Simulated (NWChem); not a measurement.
Program: NWChem. System: digermane (H₆Ge₂), charge 0, spin multiplicity 1, at a geometry optimised with PBE/def2-SVP. Level: evGW0@PBE0/def2-TZVP, RI basis def2-tzvp-rifit, 6 cycles.

Input file:

```
start mol
memory heap 200 mb stack 700 mb global 1700 mb
geometry units angstroms nocenter noautoz
  Ge     1.218686     0.051580    -0.000022
  Ge    -1.218686    -0.051580    -0.000022
  H      1.728116     0.794244     1.262937
  H      1.729420     0.806647    -1.255301
  H      1.820743    -1.378095    -0.006947
  H     -1.728116    -0.794244     1.262937
  H     -1.729420    -0.806647    -1.255301
  H     -1.820743     1.378095    -0.006947
  symmetry group C2
end
basis spherical
  * library def2-tzvp
end
basis "ri basis" bse spherical
  * library def2-tzvp-rifit
end
dft
  xc pbe0
  iterations 100
  direct
  tolerances tight
end
task dft energy
gw
  evgw0 6
  states alpha occ -1 vir -1
end
task dft gw
```

Output (cleaned and shortened):

```
             Northwest Computational Chemistry Package (NWChem) 7.3.0
             --------------------------------------------------------

                                NWChem Input Module
                                -------------------

 Scaling coordinates for geometry "geometry" by  1.889725989
 (inverse scale =  0.529177249)

 Turning off AUTOSYM since
 SYMMETRY directive was detected!

                             Geometry "geometry" -> ""
                             -------------------------

 Output coordinates in angstroms (scale by  1.889725989 to convert to a.u.)

  No.       Tag          Charge          X              Y              Z
 ---- ---------------- ---------- -------------- -------------- --------------
    1 Ge                  32.0000     1.21868600     0.05158000    -0.00002200
    2 Ge                  32.0000    -1.21868600    -0.05158000    -0.00002200
    3 H                    1.0000     1.72811600     0.79424400     1.26293700
    4 H                    1.0000     1.72942000     0.80664700    -1.25530100
    5 H                    1.0000     1.82074300    -1.37809500    -0.00694700
    6 H                    1.0000    -1.72811600    -0.79424400     1.26293700
    7 H                    1.0000    -1.72942000    -0.80664700    -1.25530100
    8 H                    1.0000    -1.82074300     1.37809500    -0.00694700

 Effective nuclear repulsion energy (a.u.)     320.6955737627

            Nuclear Dipole moment (a.u.)
            ----------------------------
        X                 Y               Z
 ---------------- ---------------- ----------------
     0.0000000000     0.0000000000    -0.0000566918

      Symmetry information
      --------------------

 Group name             C2
 Group number              4
 Group order               2
 No. of unique centers     4

      Symmetry unique atoms

     1    3    4    5


 Summary of "ao basis" -> "" (spherical)
 ------------------------------------------------------------------------------
       Tag                 Description            Shells   Functions and Types
 ---------------- ------------------------------  ------  ---------------------
[...]
@GW        55         13.042           0.000
@GW        56         13.042           0.000
@GW        57         13.347           0.000
@GW        58         13.349           0.000
@GW        59         14.392           0.000
@GW        60         15.004           0.000
@GW        61         15.003           0.000
@GW        62         15.001           0.000
@GW        63         17.140           0.000
@GW        64         19.444           0.000
@GW        65         19.443           0.000
@GW        66         20.232           0.000
@GW        67         24.911           0.000
@GW        68         24.913           0.000
@GW        69         25.446           0.000
@GW        70         28.632           0.000
@GW        71         29.486           0.000
@GW        72         29.618           0.000
@GW        73         29.620           0.000
@GW        74         29.949           0.000
@GW        75         29.951           0.000
@GW        76         31.571           0.000
@GW        77         31.571           0.000
@GW        78         32.613           0.000
@GW        79         32.610           0.000
@GW        80         33.393           0.000
@GW        81         33.394           0.000
@GW        82         34.401           0.000
@GW        83         35.407           0.000
@GW        84         36.826           0.000
@GW        85         36.824           0.000
@GW        86         37.303           0.000
@GW        87         40.129           0.000
@GW        88         42.958           0.000
@GW        89         43.898           0.000
@GW        90         43.905           0.000
@GW        91         54.377           0.000
@GW        92         54.378           0.000
@GW        93         53.848           0.000
@GW        94         55.208           0.000
@GW        95         55.211           0.000
@GW        96         54.856           0.000
@GW        97         57.171           0.000
@GW        98         57.179           0.000
@GW        99         56.361           0.000
@GW       100         57.127           0.000
@GW       101         57.128           0.000
@GW       102         59.533           0.000
@GW       103         67.182           0.000
@GW       104         68.504           0.000
@GW       105         68.506           0.000
@GW       106         69.616           0.000
@GW       107         69.357           0.000
@GW       108         69.359           0.000
@GW       109         72.128           0.000
@GW       110         75.474           0.000
@GW       111         75.474           0.000
@GW       112         78.491           0.000
@GW       113         78.492           0.000
@GW       114         75.843           0.000
@GW       115         79.906           0.000
@GW       116         79.908           0.000
@GW       117         81.959           0.000
@GW       118         81.963           0.000
@GW       119         83.648           0.000
@GW       120         85.571           0.000
@GW       121         87.229           0.000
@GW       122         87.233           0.000
@GW       123         86.137           0.000
@GW       124         86.139           0.000
@GW       125        114.844           0.000
@GW       126        129.152           0.000
@GW       127        129.154           0.000
@GW       128        129.497           0.000
@GW       129        129.500           0.000
@GW       130        138.301           0.000
@GW       131        162.679           0.000
@GW       132        163.358           0.000

     GW Timing Statistics
   ------------------------
   Init.   :          0.1s
     ERIs  :          1.8s
     Distr.:          0.1s
     Vxc   :          2.0s
   Sigma_x :          0.0s
   RPA     :          7.2s
   Wmn     :          8.4s
   Sigma_c :          7.2s
   GW total:         26.9s

 Task  times  cpu:       26.9s     wall:       26.9s

 Total times  cpu:       47.5s     wall:       47.5s
```
